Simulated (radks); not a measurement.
Results of a calculation; reference values are marked as such.
Task: The mean radii <r> (bohr) of the occupied orbitals of an atom or ion are listed with their occupations. Code: a radial shooting solver on a logarithmic mesh with Libxc functionals. Model: Dirac Kohn-Sham, B86b exchange with PBE correlation, spin-unpolarised, spherical densities, finite nucleus; Fermi nuclear charge, rms radius of each element as measured or else 0.836 A^(1/3) + 0.57 fm.

orbital  occ.      <r>
1s1/2       2  0.02363
2s1/2       2   0.1005
2p1/2       2  0.08422
2p3/2       4  0.09064
3s1/2       2   0.2660
3p1/2       2   0.2557
3p3/2       4   0.2681
3d3/2       4   0.2395
3d5/2       6   0.2434
4s1/2       2   0.6048
4p1/2       2   0.6203
4p3/2       4   0.6477
4d3/2       4   0.6922
4d5/2       6   0.7017
5s1/2       2    1.399
5p1/2       2    1.533
5p3/2       4    1.600
4f5/2       2   0.8973

Name the element and its charge. Open shells, if any, fill j = l - 1/2 first.

Result: Z = 60, neodymium, charge +4: Nd4+ in [Xe] 4f2. The 1s radius gives Z: for a bare nucleus <r> = (2 gamma + 1)/(2Z) with gamma = sqrt(1 - (Z/c)^2), 0.02332 bohr for Z = 60, and screening makes it slightly larger (0.02363 here). The occupations add up to 56, and the charge is Z minus that.
